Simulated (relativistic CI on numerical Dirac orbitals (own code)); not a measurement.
Method of calculation: Dirac-Coulomb-Breit CI, KLI orbitals optimised for each configuration, a model potential for QED, unscaled Slater integrals (own radial code, finite nucleus).

The strongest absorption lines from the ground level of an ion, among the configurations computed and to levels below about 202 eV (vacuum wavelength in Å, gf): 62.290 (0.036), 62.317 (0.018), 70.644 (0.069), 70.705 (0.036), 95.137 (0.2), 95.365 (0.11), 504.45 (0.67), 521.92 (0.32).

Question: Which ion is it?
A. Sc12+
B. Sc10+
C. Cl6+
D. V12+

Answer: B. Sc10+ has 11 electrons and the ground level 3s 2S_1/2; the strongest line goes to 3p 2P°_3/2. The pattern of lines fixes the number of electrons, and along that sequence the line energies rise steadily with the charge (about as its square where n changes within one kind of shell, about linearly where n is kept but much faster in heavy ions where fine structure, which grows about as Z⁴, sets the gap, and irregularly where shells cross), which fixes Z. Configurations outside the model, such as inner-shell arrays, can give stronger lines. At this charge energies of transitions that change n are usually good to better than 1 %, and those within a shell (Δn = 0) to a few per cent.
